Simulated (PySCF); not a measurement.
# A survey of $^{17}$O NMR shifts

PySCF calculation with GFN2-xTB geometry and shielding tensors at PBE0/pcSseg-1 (GIAO); no relativistic terms, gas phase, equivalent nuclei averaged, a single conformation.

Shieldings were converted by a linear fit to measured shifts: $^{17}$O: δ = 266.70 − 0.911σ (rms 10.7 ppm, 155 shifts, 12.2 ppm with the 3 outliers that the fit left out vs liquid water, solution or neat liquid). Occasional misses reach two or three times the rms, and more in compound classes unlike the fitted ones.

Question: Give the $^{17}$O shifts of `O=C1C[C@@H](c2cccs2)O1`, `C=C=C=CCOC`, `CCOC1=CCC[C@@H](F)O1`, `C=C(C)C1=C[C@H](CC)OC1=O`.

Answer: 
```json
{"compound": "[O:1]=[C:2]1[CH2:3][C@@H:4]([c:5]2[cH:6][cH:7][cH:8][s:9]2)[O:10]1", "environment": "O1: ester carbonyl oxygen", "δ (ppm)": "365.1"}
{"compound": "[O:1]=[C:2]1[CH2:3][C@@H:4]([c:5]2[cH:6][cH:7][cH:8][s:9]2)[O:10]1", "environment": "O10: ester alkoxy oxygen", "δ (ppm)": "254.5"}
{"compound": "C=C=C=CCOC", "environment": "ether oxygen", "δ (ppm)": "-15.0"}
{"compound": "[CH3:1][CH2:2][O:3][C:4]1=[CH:5][CH2:6][CH2:7][C@@H:8]([F:9])[O:10]1", "environment": "O10: ether oxygen", "δ (ppm)": "101.6"}
{"compound": "[CH3:1][CH2:2][O:3][C:4]1=[CH:5][CH2:6][CH2:7][C@@H:8]([F:9])[O:10]1", "environment": "O3: ether oxygen", "δ (ppm)": "71.6"}
{"compound": "[CH2:1]=[C:2]([CH3:3])[C:4]1=[CH:5][C@H:6]([CH2:7][CH3:8])[O:9][C:10]1=[O:11]", "environment": "O11: ester carbonyl oxygen", "δ (ppm)": "337.9"}
{"compound": "[CH2:1]=[C:2]([CH3:3])[C:4]1=[CH:5][C@H:6]([CH2:7][CH3:8])[O:9][C:10]1=[O:11]", "environment": "O9: ester alkoxy oxygen", "δ (ppm)": "177.3"}
```
